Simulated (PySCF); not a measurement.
**Re²⁺: excitation energy**

Re²⁺ [Xe] 4f14 5d5 (6S) → Re²⁺ [Xe] 4f14 5d4 6p1 (high-spin determinant), as a difference of total energies. All numbers are calculated (PySCF 2.14, a scalar-relativistic core potential, in aug-cc-pVDZ-PP with ECP60MDF). Correlated levels: valence: 5s2 5p6 frozen. The calculations carry no spin-orbit coupling.

```json
{"method": "UHF", "excitation energy (cm⁻¹)": "77411"}
{"method": "LDA", "excitation energy (cm⁻¹)": "75515"}
{"method": "PBE0", "excitation energy (cm⁻¹)": "77212"}
{"method": "wB97X", "excitation energy (cm⁻¹)": "78034"}
{"method": "B97-3", "excitation energy (cm⁻¹)": "76913"}
{"method": "wB97X-V", "excitation energy (cm⁻¹)": "76793"}
{"method": "revPBE", "excitation energy (cm⁻¹)": "75649"}
{"method": "MP2 (valence)", "excitation energy (cm⁻¹)": "78708"}
{"method": "SCS-MP2 (valence)", "excitation energy (cm⁻¹)": "77844"}
```

Problem. Estimate what PBE gives.

Solution. 75544 cm⁻¹, closest to LDA among the rows shown.

Problem. Estimate what r2SCAN gives.

Solution. 77075 cm⁻¹, closest to PBE0 among the rows shown.

The determinant of the upper state mixes LS terms, which raises its energy above the lowest term, most at the Hartree-Fock and MP2 levels.
